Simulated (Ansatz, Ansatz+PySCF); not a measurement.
```tsv
atom	x (Å)	y (Å)	z (Å)
Al	0.0000	0.0000	-1.1920
P	0.0000	0.0000	1.1920
```

Basis set: def2-SVP (spherical functions). Left uncorrelated: 10 orbitals. Correlation on ROHF uses semicanonical orbitals with singles. Charge 0, multiplicity 3.

Computed with Ansatz (development build ahead of 0.2.0); each method stands on the lowest determinant of its kind that the runs found.

**Question.** Give the atomization energy at this shape (free ground-state atoms in the same class of orbitals less the molecule, no zero-point energy) of triplet AlP by UHF-CCSDT(Q), ROHF-CCSD(T), ROHF-MP2, UHF-MP2, ROHF, UHF.

**Answer.**

```
      method  atomization energy
UHF-CCSDT(Q)             1.76 eV
ROHF-CCSD(T)             1.74 eV
    ROHF-MP2             1.70 eV
     UHF-MP2             1.60 eV
        ROHF             1.03 eV
         UHF             1.10 eV
```

Caution for UHF-CCSDT(Q), ROHF-CCSD(T), ROHF-MP2, UHF-MP2: a plain start can end on a higher determinant. Caution for UHF-CCSDT(Q), UHF-MP2, UHF: the unrestricted determinant is spin contaminated.
